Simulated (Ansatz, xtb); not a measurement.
## Ranking isomers of F2GeHNP

4 gas-phase structures of F2GeHNP, found in a search over its isomers (lower ones may exist). Each was relaxed with GFN2-xTB:

A. a doublet given by its coordinates
B. a doublet given by its coordinates
C. `FP/[N]=[Ge]/[F]`, a doublet
D. `FP/[N]=[Ge]\[F]`, a doublet

B (Å):

```xyz
6

F    -3.5747   -0.6967   -1.1255
F    -0.0088    0.7429    1.4088
Ge    0.5485    0.1975   -0.2288
N    -1.1804   -0.2366   -0.7603
P    -2.6219   -0.1117    0.0867
H    -1.3190   -0.6066   -1.6926
```

Close contacts (Å): F1–P5 1.65, F2–Ge3 1.81, Ge3–N4 1.86, N4–P5 1.68, N4–H6 1.01.

A (Å):

```xyz
6

F    -0.8758    3.4103    0.3534
F    -0.2564    0.0423   -2.3691
Ge   -0.4463    1.8443   -2.0933
N     0.7913    1.8342   -0.5199
P    -0.4859    1.8104    0.5301
H     1.4624    1.0892   -0.3948
```

Close contacts (Å): F1–P5 1.66, F2–Ge3 1.83, Ge3–N4 2.00, Ge3–P5 2.62, N4–P5 1.65, N4–H6 1.01.

Which do you expect lowest at r2SCAN-D4/def2-SVP, and how would the others follow?

Calculated order at r2SCAN-D4/def2-SVP: B (0.000), A (0.505), C (1.025), D (1.050) eV. Less than 1 kcal/mol parts C and D, so the order within that pair means little.

Energies above the lowest of each column, in eV:

```csv
structure,GFN2-xTB,HF/STO-3G,r2SCAN-D4/def2-SVP
B,0.000,0.000,0.000
A,0.124,1.549,0.505
C,0.646,1.293,1.025
D,0.679,1.494,1.050
```

Every level run on B puts it lowest or level with the lowest. Some further structures that were screened fall inside this span and aren't listed. Flexible structures stand in one conformer each, not always the lowest. Frequencies (B3LYP/6-31G*) were run for B alone. Open shells are spin-unrestricted.

Over these structures GFN2-xTB departs from r2SCAN-D4/def2-SVP by 0.141 eV on average once a common shift is removed. A GFN2-xTB relaxation took about 0.11 s and the r2SCAN-D4/def2-SVP energy about 1.7 s on a shared host (Ansatz 0.2.0, xtb 6.7.1 (Pople sets with spherical d functions)).
